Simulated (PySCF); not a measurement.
**Property card for `CCCc1cc(Cl)c2cc[cH-]c2c1`**

Species: C12H12Cl (charge -1).
SMILES with atom numbers: `[CH3:1][CH2:2][CH2:3][c:4]1[cH:5][c:6]([Cl:7])[c:8]2[cH:9][cH:10][cH-:11][c:12]2[cH:13]1` (hydrogens: H14, H15, H16 on C1; H17, H18 on C2; H19, H20 on C3; H21 on C5; H22 on C9; H23 on C10; H24 on C11; H25 on C13)

Some functional groups and rings: benzene ring and C–Cl bond.

PBE0-D3(BJ)/def2-SVP geometry optimisation, gas phase (PySCF):

| Item | Value |
| --- | --- |
| Point group | C1 |
| Rotational constants A, B, C | 0.955, 0.516, 0.366 GHz |

PBE0/pcSseg-1 ground state and GIAO shieldings, non-relativistic (PySCF):

| Property | Result |
| --- | --- |
| HOMO energy | -0.53 eV |
| LUMO energy | 3.97 eV |
| HOMO–LUMO gap | 4.50 eV |
| Lowest Hirshfeld atomic charge | -0.16 e on C9/C11 |
| Highest Hirshfeld atomic charge | +0.04 e on H15 |
| 13C chemical shifts (computed TMS as zero) by class | 135.0 (C12), 132.7 (C6), 129.5 (C8), 122.6 (C10), 121.4 (C13), 120.7 (C4), 111.4 (C5), 96.2 (C11), 94.4 (C9), 42.0 (C3), 29.3 (C2), 14.1 (C1) ppm |
| 1H chemical shifts (computed TMS as zero) by class | 6.79 (H25), 6.50 (H23), 6.11 (H22), 6.06 (H21), 5.96 (H24), 2.36 (H19/H20), 1.31 (H17/H18), 0.66 (H14/H15/H16) ppm |
| Isotropic shieldings of nuclei other than C and H, by class | 778 (Cl7) ppm |
| Mayer bond orders between heavy atoms | C1–C2 1.05, C2–C3 1.02, C3–C4 1.07, C4–C5 1.27, C5–C6 1.46, C6–Cl7 1.01, C6–C8 1.16, C8–C9 1.33, C9–C10 1.40, C10–C11 1.40, C11–C12 1.32, C12–C13 1.29, C13–C4 1.47, C12–C8 1.19 |

Monoisotopic mass of the ion (most abundant isotopes, electron mass counted): 191.0633 u.

The rotational constants make it an asymmetric top with κ = (2B − A − C)/(A − C) = -0.49, nearer the prolate limit (−1). With B = h/(8π²I), that is 505.379 GHz u Å² over I, the principal moments of inertia are 529.4, 980.2 and 1380.3 u Å² (most abundant isotopes); the inertial defect Ic − Ia − Ib is -129.3 u Å² (zero for a rigid planar frame, negative otherwise).

One conformer (not necessarily the lowest) at the PBE0-D3(BJ)/def2-SVP geometry, without solvent or vibrations. NMR classes are plain means over equivalent atoms (diastereotopic ones count apart unless rotation or inversion swaps them), as if these changed places fast; in this geometry the members of some classes differ. No diffuse functions stand in pcSseg-1, which bears on an anion's orbital energies.

The values belong to the conformer `[CH3:1][CH2:2][CH2:3][c:4]1[cH:5][c:6]([Cl:7])[c:8]2[cH:9][cH:10][cH-:11][c:12]2[cH:13]1`: C1–C2–C3–C4 63°, C2–C3–C4–C5 74°.
